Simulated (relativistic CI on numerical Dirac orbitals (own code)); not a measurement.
Calculated levels, Pt25+

Method of calculation: Dirac-Coulomb-Breit CI, KLI orbitals optimised for each configuration, model QED (radiative potential, 1s self-energy scaled to tabulated hydrogen-like ionisation energies), unscaled Slater integrals (own radial code, finite nucleus).

Configuration list (outside the closed core [Ar] 3d10): 4s²4p⁶4d¹⁰4f⁷, 4s²4p⁶4d¹⁰4f⁶5s, 4s²4p⁶4d¹⁰4f⁵5s², 4s²4p⁶4d⁹4f⁸, 4s²4p⁶4d¹⁰4f⁶5p, 4s²4p⁵4d¹⁰4f⁸, 4s²4p⁶4d¹⁰4f⁶6s, 4s4p⁶4d¹⁰4f⁸, 4p⁶4d¹⁰4f⁹. Levels of other configurations are missing.

The lowest level is 4s²4p⁶4d¹⁰4f⁷ ⁸S°7/2, with 81 % of that term; Hund's rules for 4s²4p⁶4d¹⁰4f⁷ give ⁸S° with J = 7/2, in agreement.

```tsv
No.	Configuration	Term	J	E (eV)	%	Lifetime (s)
1	4s²4p⁶4d¹⁰4f⁷	⁸S°	7/2	0.0000	81	
2	4s²4p⁶4d¹⁰4f⁷	⁴D°	7/2	7.9343	20	6.13e-04
3	4s²4p⁶4d¹⁰4f⁷	⁶P°	5/2	9.3313	48	4.89e-04
4	4s²4p⁶4d¹⁰4f⁷	⁶I°	7/2	9.7873	47	1.70e-03
5	4s²4p⁶4d¹⁰4f⁷	⁶P°	3/2	10.2265	63	5.73e-02
6	4s²4p⁶4d¹⁰4f⁷	⁶I°	9/2	10.3526	54	6.92e-03
7	4s²4p⁶4d¹⁰4f⁷	⁶I°	17/2	10.6810	71	
8	4s²4p⁶4d¹⁰4f⁷	⁶I°	11/2	11.1032	73	6.33e-02
9	4s²4p⁶4d¹⁰4f⁷	⁶I°	13/2	11.3978	77	9.18e-01
10	4s²4p⁶4d¹⁰4f⁷	⁶I°	15/2	11.4481	81	9.44e-02
11	4s²4p⁶4d¹⁰4f⁷	⁶D°	9/2	11.8581	51	2.39e-03
12	4s²4p⁶4d¹⁰4f⁷	⁶D°	7/2	12.8889	38	9.50e-04
13	4s²4p⁶4d¹⁰4f⁷	⁶D°	1/2	13.6921	92	1.46e-03
14	4s²4p⁶4d¹⁰4f⁷	⁶I°	7/2	13.7586	23	4.56e-04
15	4s²4p⁶4d¹⁰4f⁷	⁶P°	5/2	13.8607	35	6.12e-04
16	4s²4p⁶4d¹⁰4f⁷	⁶D°	3/2	13.9705	59	1.53e-03
17	4s²4p⁶4d¹⁰4f⁷	⁴F°	5/2	14.0576	19	8.72e-04
18	4s²4p⁶4d¹⁰4f⁷	⁶G°	11/2	14.6441	34	4.03e-03
19	4s²4p⁶4d¹⁰4f⁷	⁶G°	9/2	15.0279	30	5.40e-03
20	4s²4p⁶4d¹⁰4f⁷	⁴N°	17/2	15.0504	32	1.93e-03
21	4s²4p⁶4d¹⁰4f⁷	⁶G°	3/2	15.2883	35	1.43e-03
22	4s²4p⁶4d¹⁰4f⁷	⁶G°	13/2	15.8468	28	2.12e-03
23	4s²4p⁶4d¹⁰4f⁷	⁴G°	9/2	16.1424	26	7.34e-04
24	4s²4p⁶4d¹⁰4f⁷	⁴G°	11/2	16.1602	25	2.16e-03
25	4s²4p⁶4d¹⁰4f⁷	⁶G°	13/2	16.3050	33	5.35e-03
26	4s²4p⁶4d¹⁰4f⁷	⁶G°	7/2	16.3759	35	6.47e-04
27	4s²4p⁶4d¹⁰4f⁷	⁴D°	1/2	16.7025	49	2.47e-03
28	4s²4p⁶4d¹⁰4f⁷	⁴N°	19/2	16.8675	51	6.52e-03
29	4s²4p⁶4d¹⁰4f⁷	⁴F°	7/2	16.9755	25	3.51e-03
30	4s²4p⁶4d¹⁰4f⁷	⁴N°	23/2	17.0172	67	
31	4s²4p⁶4d¹⁰4f⁷	⁴L°	13/2	17.3014	37	1.75e-03
32	4s²4p⁶4d¹⁰4f⁷	⁶G°	5/2	17.5672	29	1.24e-03
33	4s²4p⁶4d¹⁰4f⁷	⁴L°	15/2	17.5735	39	1.21e-03
34	4s²4p⁶4d¹⁰4f⁷	⁴N°	21/2	17.7348	78	7.58e-02
35	4s²4p⁶4d¹⁰4f⁷	⁶H°	15/2	17.8988	32	2.14e-03
36	4s²4p⁶4d¹⁰4f⁷	⁴K°	11/2	17.9639	38	1.16e-03
37	4s²4p⁶4d¹⁰4f⁷	⁶G°	9/2	18.1252	24	4.35e-03
38	4s²4p⁶4d¹⁰4f⁷	⁴H°	7/2	18.1400	40	4.46e-04
39	4s²4p⁶4d¹⁰4f⁷	⁶G°	3/2	18.1817	35	1.37e-03
40	4s²4p⁶4d¹⁰4f⁷	⁶F°	5/2	18.1925	26	1.10e-03
41	4s²4p⁶4d¹⁰4f⁷	⁴N°	17/2	18.2822	38	9.95e-04
42	4s²4p⁶4d¹⁰4f⁷	⁴G°	11/2	18.4283	31	9.26e-04
43	4s²4p⁶4d¹⁰4f⁷	⁶H°	9/2	18.5462	20	9.68e-04
44	4s²4p⁶4d¹⁰4f⁷	⁴F°	5/2	18.5728	24	5.35e-04
45	4s²4p⁶4d¹⁰4f⁷	⁴H°	9/2	18.9894	45	1.10e-03
```

Energies count from the lowest computed level; ° marks odd parity; lifetimes are radiative, by E1, M1, E2, M2 decay to levels of this space only; some are left blank where a channel outside the calculation adds to the decay or the decay crosses a small, uncertain gap.

The mean weight of the leading LS term, summed over parents, in these 45 levels is 43 %, and that of the leading jj configuration (from the same eigenvectors) 52 %.

At this charge energies of transitions that change n are usually good to better than 1 %, and those within a shell (Δn = 0) to a few per cent. Terms inside the open d or f shell come out 10 to 20 % too wide with unscaled integrals.

LS names give the leading component of a level, which can be under half, so a name can repeat, a term be missing and a line seem to break the LS rules.
